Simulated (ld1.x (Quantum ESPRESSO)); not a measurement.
## Varying the TM potential for Pr (Z = 59)

Base potential:

* Element: Pr
* Generator: ld1.x (Quantum ESPRESSO) 7.5
* Type: norm-conserving Troullier–Martins (Kleinman–Bylander form)
* Functional: PBEsol
* Relativity: fully relativistic
* Frozen core: [Xe] 4f2
* Valence charge: 3
* Reference configuration: 5d1 6s1.5 6p0.5
* Partial waves: 6p (bound): rc 3.60 bohr; 5d (bound): rc 2.60 bohr; 6s (bound): rc 3.95 bohr
* Local potential: the s channel
* Core correction: none

Open shells are filled in proportion to 2j + 1 (rel_dist='average').

Cutoffs, loose and tight: the cutoffs (Ry, on a coarse ladder) from which the occupation-weighted sum of valence levels, in a spherical-Bessel basis at the reference potential, stays within 10 and 1 mRy of its value at 400 Ry. They do not see the model core or the augmentation charge, which bear on the density cutoff. Test errors are all-electron minus pseudo excitation energies from the reference, over the configurations 5d1 6s2 6p0; 5d1 6s1 6p0; 5d1 6s0 6p0; 5d1.5 6s1.5 6p0; 5d1 6s1 6p1; 5d1 6s0 6p1; 5d0 6s2 6p0. A dash means not determined; rows that change the core or the reference have their own tests.

Cutoffs are not given where the Bessel-basis levels miss the radial ones by over 6 mRy, ghosts where they miss by over 20 mRy; a channel whose overlap is not positive is not tested.

```csv
change,outcome,"cutoff, loose","cutoff, tight",bound ghosts,largest test error (meV)
base,generated,12 Ry,15 Ry,none,+147
wave 6p (bound): rc 3.60 bohr becomes 6p (bound): rc 3.70 bohr,generated,12 Ry,15 Ry,none,+148
wave 6p (bound): rc 3.60 bohr becomes 6p (bound): rc 4.14 bohr,generated,12 Ry,15 Ry,none,+150
wave 6p (bound): rc 3.60 bohr becomes 6p (bound): rc 4.46 bohr,generated,12 Ry,15 Ry,none,+150
wave 6p (bound): rc 3.60 bohr becomes 6p (bound): rc 5.46 bohr,generated,12 Ry,15 Ry,none,+148
```

Task: What comes out with this change to the base: wave 6p (bound): rc 3.60 bohr becomes 6p (bound): rc 2.44 bohr?

Result: outcome: generated, misses its reference levels by 2.26 eV; bound ghosts: not determined; largest test error (meV): +202.

Reading the sweep of the p radius (base included, trends over the rows without a ghost): The loose cutoff stays near 12 Ry. The median size of the test errors (rows with all tests solved) stays near 7.4 meV.
